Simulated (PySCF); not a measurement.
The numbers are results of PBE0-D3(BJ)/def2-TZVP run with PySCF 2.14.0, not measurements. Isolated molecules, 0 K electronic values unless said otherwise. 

Reference species (SMILES): `[SiH3][Si@@H]1C[SiH2]1` (neutral, multiplicity 1).

- dipole moment = 0.45 D
- HOMO = -6.67 eV
- LUMO = -0.49 eV

After one change: the dipole moment rises by 0.16 D; the HOMO drops by 0.49 eV; the LUMO decreases by 0.35 eV.

Which change was made? The new species is one of these.
A) `[SiH2]=C([SiH3])[SiH3]`
B) `C[Si](=[SiH2])[SiH3]`
C) `C/[SiH]=[SiH]\[SiH3]`
D) `C1[SiH2][SiH2][SiH2]1`

D, `C1[SiH2][SiH2][SiH2]1`
